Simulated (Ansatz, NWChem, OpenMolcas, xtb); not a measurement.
**Worked example: InH2F + SiH3(SnH3) → SiH3(InH2) + SnH3F**

Species: InH2F `[F][InH2]`, singlet; SiH3(SnH3), singlet; SiH3(InH2), singlet; SnH3F `[F][SnH3]`, singlet. The partners trade F for SiH3: In–F and Sn–SiH3 bonds give way to In–SiH3 and Sn–F.

Shapes, held fixed at every level: PBE0-D4/def2-TZVP. Programs: Ansatz 0.2.0, OpenMolcas 26.06, xtb 6.7.1, xtb 6.7.1 later snapshot. Electronic energies: no zero-point or thermal term.

At CCSD(T)/def2-TZVPP; 1 Eh = 2625.50 kJ/mol:

| species | energy (Eh) |
| --- | --- |
| InH2F | -290.431529 |
| SiH3(SnH3) | -506.285385 |
| SiH3(InH2) | -481.504838 |
| SnH3F | -315.202823 |

**Question.** Work out ΔE of the reaction at this level.

**Answer.** 
1. Products less reactants: (-481.504838) + (-315.202823) − [(-290.431529) + (-506.285385)] = 0.009253 Eh = +24.3 kJ/mol.

Other levels give +22.9 (wB97X-V/def2-TZVPP) to +28.2 kJ/mol (SPW92/def2-TZVPP). No measured value is set beside it here. For atoms past krypton def2 sets carry core potentials with scalar relativity. Correlated rows may include outer-core shells of In, Sn, which these sets cover unevenly.
